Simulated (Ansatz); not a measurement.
Spectroscopic constants of Br$_{2}$, multiplicity 3 (not the ground state: that is measured with 2S+1 = 1). No spin–orbit coupling. Br is treated without relativity.

Constants: fifth-degree fit in 1/R to seven points, most abundant isotopes. Runs in def2 and cc sets follow the lowest solution found near the PBE0 minimum.

The values were computed with Ansatz (Gaussian basis) for Hartree–Fock, density functionals and correlated methods. Values without a source in brackets are computed.

Energies at PBE0/def2-TZVPP:

```tsv
R (Å)	E (hartree)
2.456619	-5147.64306137
2.522657	-5147.64618097
2.583412	-5147.64765618
2.652092	-5147.64806035
2.720771	-5147.64742526
2.800017	-5147.64573261
2.892470	-5147.64285410
```

Problem. With a reduced mass of 39.4592 u, find the minimum, the force constant and the constants.

Solution. A fifth-degree polynomial in 1/R puts the minimum at r_e = 2.6415 Å with force constant 99.7 N/m. Then ω_e = (1/2πc)√(k/μ) = 207 cm⁻¹ and B_e = h/(8π²cμr_e²) = 0.06123 cm⁻¹; the cubic and quartic terms give α_e = 0.00027 and ω_e x_e = 0.73 cm⁻¹.

Ansatz is an electronic-structure program.
